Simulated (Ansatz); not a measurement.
CH4F2O2Si, SMILES `O[SiH2]C(O)(F)F` at its PBE0-D4/def2-TZVP geometry, where that method's forces vanish. The species carries charge 0 and has multiplicity 1.

```xyz
10

O    -0.3883   -1.2618   -1.6049
Si    0.3798    0.0727   -1.0499
C     0.0091    0.3182    0.8253
O    -1.2880    0.5986    1.0667
F     0.3763   -0.8178    1.5159
F     0.8098    1.3006    1.3472
H    -0.1950   -2.1013   -1.1844
H    -0.1426    1.2299   -1.8032
H     1.8575   -0.0309   -1.1338
H    -1.4185    0.6919    2.0212
```

Q: What forces (eV/Å) does r2SCAN-D4/def2-TZVPP give on these atoms in Ansatz 0.2.0? (Best estimate.)

A: The calculation gave: 
```
O1  -0.046 -0.028 -0.035
Si2  0.042  0.042  0.016
C3  -0.064  0.001 -0.465
O4  -0.321  0.062 -0.010
F5   0.125 -0.364  0.222
F6   0.264  0.311  0.182
H7   0.005 -0.021  0.010
H8   0.011 -0.019  0.010
H9  -0.018  0.015  0.006
H10  0.001  0.002  0.065
```
